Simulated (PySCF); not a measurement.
**Working out the ionisation energy of F+**

F+ [He] 2s2 2p4 (3P) → F(2+) [He] 2s2 2p3 (4S). Calculation: PySCF 2.14, in aug-cc-pVTZ with one added diffuse shell each of s, p, d, f type (6s5p4d3f, 62 functions); no relativity, point nucleus. Frozen: 1s2. Energies in hartree (1 hartree = 27.21139 eV):

| part | F+ (lower) | F(2+) (upper) |
| --- | --- | --- |
| UHF | -98.831016 | -97.603881 |
| MP2 opposite-spin | -0.109929 | -0.070800 |
| MP2 same-spin | -0.035256 | -0.029204 |

Question: What does Hartree-Fock give?

Answer: (-97.603881) − (-98.831016) = 1.227135 hartree = 33.392 eV.

Question: What do MP2 and SCS-MP2 (6/5 opposite-spin, 1/3 same-spin) give?

Answer: The opposite-spin parts differ by 1.065 eV and the same-spin parts by 0.165 eV. MP2: 33.392 + (1.065) + (0.165) = 34.622 eV. SCS-MP2: 33.392 + 1.2 × (1.065) + (0.165)/3 = 34.725 eV.

Measured between the centres of the two terms (NIST): 34.950 eV, so MP2 (valence) is off by -0.328 eV.

What remains against the reference includes basis incompleteness, the frozen core and correlation beyond second order.
